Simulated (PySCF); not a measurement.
TPSS on Pt- (platinum, charge -1), [Xe] 4f14 5d9 6s2, 2D determinant. Computed with PySCF 2.14 in aug-cc-pVQZ-PP with ECP60MDF (7s7p6d4f3g2h, 135 functions), with a scalar-relativistic core potential.

```
cycle= 1 E= -119.417305316692  delta_E= -0.0202  |g|= 0.106  |ddm|= 0.458
cycle= 2 E= -119.405453401577  delta_E= 0.0119  |g|=  0.2  |ddm|= 0.213
cycle= 3 E= -119.421033399487  delta_E= -0.0156  |g|= 0.0146  |ddm|= 0.186
cycle= 4 E= -119.42114095189  delta_E= -0.000108  |g|= 0.00164  |ddm|= 0.0229
cycle= 5 E= -119.421142415759  delta_E= -1.46e-06  |g|= 0.00048  |ddm|= 0.00404
cycle= 6 E= -119.421142555746  delta_E= -1.4e-07  |g|= 6.85e-05  |ddm|= 0.000945
cycle= 7 E= -119.421142559044  delta_E= -3.3e-09  |g|= 4.17e-06  |ddm|= 0.000165
cycle= 8 E= -119.421142559059  delta_E= -1.45e-11  |g|= 6.26e-08  |ddm|= 1.16e-05
converged SCF energy = -119.421142559059  <S^2> = 0.75498221  2S+1 = 2.004976
```

Highest occupied orbital energy: 1.180 eV; ⟨L²⟩ = 6.04; populations by l: s 4.00, p 6.00, d 9.00, f 0.00.

**Question.** Can this result be used?

**Answer.** With care. The run converged. Energies and moments cover only the electrons outside the core potential. Spin-orbit coupling, absent here, splits the open shell strongly. At TPSS the highest occupied level has a positive energy, so only the finite basis holds that electron; in a semilocal or global hybrid functional this comes from self-interaction and does not mean that the real anion is unbound.
